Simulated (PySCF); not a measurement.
# A computed series [M(H2CO)]3+

Computed with PySCF 2.14.0, PBE0, def2-SVP on the ligands, density fitting, scalar-relativistic core potentials, no spin-orbit coupling, vacuum. Each member is relaxed from one template within its symmetry. Distances are means of the shortest metal–ligand contacts, charges and spins Mulliken's; removal energies are rigid, with the ligand's formal charge and no counterpoise, so too large; for an anion taken off a cation in vacuum most of it is the attraction of opposite charges, and multiply charged cations can part far more cheaply with an electron moved from ligand to metal. lcecp potentials hold a fixed number of 4f electrons in the core, out of states, spins and gaps.

```tsv
metal	basis on the metal	point group	M–H2CO (Å)	charge on M (e)	removal of one H2CO (eV)	strongest infrared band, degenerate modes summed (cm⁻¹)	unstable modes (below −25 cm⁻¹)
Y	def2-SVP with ECP28	C2v	2.038	2.37	6.82	1432	0
Ce	lcecp-1-SVP with ECP47	C2v	2.193	2.51	5.66	1571	0
Pm	lcecp-1-SVP with ECP50	C2v	2.137	2.47	6.03	1558	0
Ho	lcecp-1-SVP with ECP56	C2v	2.051	2.43	6.60	1435	0
Yb	lcecp-1-SVP with ECP59	C2v	2.015	2.42	6.85	1434	0
Bi	def2-SVP with ECP60	C2v	2.094	2.38	7.43	2914	0
```

Task: What does the calculation give for Gd, lcecp-1-SVP with ECP53?

Result: point group: C2v, M–H2CO (Å): 2.093, charge on M (e): 2.45, removal of one H2CO (eV): 6.32, strongest infrared band, degenerate modes summed (cm⁻¹): 1437, unstable modes (below −25 cm⁻¹): 0.
```xyz
5

Gd    0.0000    0.0000   -0.2026
O     0.0000    0.0000    1.8903
C     0.0000    0.0000    3.1582
H     0.9718    0.0000    3.7020
H    -0.9718    0.0000    3.7020
```

From Ce to Yb the M–H2CO distance shrinks by 0.18 Å, the lanthanide contraction, and the energy to remove one H2CO rises by 1.19 eV.

One start shape was tried for each, so a minimum needn't be the lowest isomer.
